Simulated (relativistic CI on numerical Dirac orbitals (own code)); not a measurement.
**Hyperfine structure of Be2+, mass number 9**

Method of calculation: Dirac-Coulomb-Breit CI, orbitals from a KLI potential per configuration, a model potential for QED, valence Slater integrals scaled by 0.85, P86 correlation energy added to each configuration (own radial code, finite nucleus).

Configurations in the expansion: 1s2, 1s 2s, 1s 2p, 1s 3s, 1s 3p, 1s 3d, 1s 4s, 1s 4p, 1s 4d, 1s 4f, 1s 5s, 1s 5p, 1s 5d, 1s 5f, 1s 5g, 1s 6s, 1s 6p, 1s 6d. Levels of other configurations are missing.

Nuclear spin I = 3/2, μ = -1.17743 μN, Q = 0.0529 b (tables of Stone and Pyykkö). The electronic factors are computed for point nuclear moments, without core polarisation; leaving it out makes A of s and p electrons in near-neutral atoms 20 to 40 % too small, and it can dominate for d and f shells.

```json
{"Level": "1s 2s 3S_1", "E (cm⁻¹)": "951037", "A (MHz)": "-6781", "B (MHz)": "-6e-06"}
{"Level": "1s 2p 3P°_1", "E (cm⁻¹)": "978579", "A (MHz)": "-3277", "B (MHz)": "-3.67"}
{"Level": "1s 2p 3P°_2", "E (cm⁻¹)": "978593", "A (MHz)": "-3196", "B (MHz)": "7.33"}
{"Level": "1s 2p 1P°_1", "E (cm⁻¹)": "992323", "A (MHz)": "-83.88", "B (MHz)": "6.59"}
{"Level": "1s 3s 3S_1", "E (cm⁻¹)": "1116071", "A (MHz)": "-6484", "B (MHz)": "-1.74e-06"}
{"Level": "1s 3p 3P°_1", "E (cm⁻¹)": "1123162", "A (MHz)": "-3226", "B (MHz)": "-1.14"}
{"Level": "1s 3p 3P°_2", "E (cm⁻¹)": "1123166", "A (MHz)": "-3192", "B (MHz)": "2.28"}
{"Level": "1s 3d 3D_2", "E (cm⁻¹)": "1124687", "A (MHz)": "-1197", "B (MHz)": "0.242"}
```

Levels with J = 0, under 50 % of one LS term, or S terms without an open s electron are left out. Small factors come from cancelling terms and can be off by tens of per cent or more.

For a near-neutral ion this model can misplace configurations by up to about 10,000 cm⁻¹ (more where the count of f electrons changes) and terms by 10 to 25 % of their spread. Rates follow the energies as ν³ (E1, M1) or ν⁵ (E2), so they and the lifetimes can be off by large factors. The fine structure of a lone outer electron comes out too small, for d and f at times inverted, and misplaced configurations move strength between like terms. 2 of the 2 excited levels that our extract of the measured tables holds in this range could be paired (the sources list more); they are missed by 4646 cm⁻¹ on average and 5143 at most, and levels without a partner can miss by more.

Give the hyperfine levels of 1s 2s 3S_1 relative to its centre of gravity.

With K = F(F + 1) − I(I + 1) − J(J + 1), E = AK/2 + B[¾K(K + 1) − I(I + 1)J(J + 1)]/[2I(2I − 1)J(2J − 1)]: F = 1/2: 16950, F = 3/2: 6781, F = 5/2: -10170 MHz.
